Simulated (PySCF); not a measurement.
C₄H₄FNSe.
Structure used (PBE0-D3(BJ)/def2-SVP), in Å, numbered top down from 1:
```
atom  x, y, z in Å
C1    -2.2319    0.6136    0.3732
Se2   -1.2959   -0.8170   -0.5477
C3     0.4537   -0.1648   -0.2920
F4     0.5593    1.1488   -0.1983
C5     1.5514   -0.9453   -0.2634
C6     2.8631   -0.4073   -0.2220
N7     3.9439    0.0138   -0.1835
H8    -1.9800    0.6168    1.4409
H9    -3.3011    0.3994    0.2456
H10   -1.9904    1.5774   -0.0897
H11    1.4336   -2.0309   -0.2813
```

All values: PBE0/def2-SVPD (PySCF, non-relativistic), on one gas-phase PBE0-D3(BJ)/def2-SVP geometry that isn't relaxed in the solvent. The solvent is an IEF-PCM continuum (van der Waals radii × 1.2), and excitations are vertical TDDFT with non-equilibrium linear response and a frozen core. The model holds no explicit solvent molecules, cavitation or dispersion. Spin–orbit coupling is left out although an atom past zinc is present.

| run | E − E(gas) (kJ/mol) | HOMO (eV) | HOMO–LUMO gap (eV) | dipole (D) | lowest singlet (eV) | static polarisability (au) |
| --- | --- | --- | --- | --- | --- | --- |
| gas | 0.00 | -7.03 | 5.36 | 5.62 | 4.51 | 87.9 |
| P | -26.89 | -6.83 | 5.24 | 7.16 | 4.37 | 115.8 |
| Q | -32.04 | -6.80 | 5.22 | 7.46 | 4.37 | 122.5 |

The runs were made in methanol and tetrahydrofuran. Which run belongs to which solvent?

P = tetrahydrofuran, Q = methanol. The dielectric constants are 7.426 (tetrahydrofuran), 32.61 (methanol), and the energy falls further as ε rises. The optical constants n² used for the excitations are 1.97, 1.77 in the same order. In this model the ground state sees the solvent through ε alone.

How constant is the ratio of the lowering to (ε − 1)/(2ε + 1)?

| solvent | (ε − 1)/(2ε + 1) | E − E(gas) (kJ/mol) | ratio (kJ/mol) | polarisation term (kJ/mol) |
| --- | --- | --- | --- | --- |
| tetrahydrofuran | 0.405 | -26.89 | -66.3 | -32.34 |
| methanol | 0.477 | -32.04 | -67.1 | -39.82 |

The ratio changes by +1.2 % in size from tetrahydrofuran to methanol. The polarisation term is half the interaction of the solute with the induced surface charges.
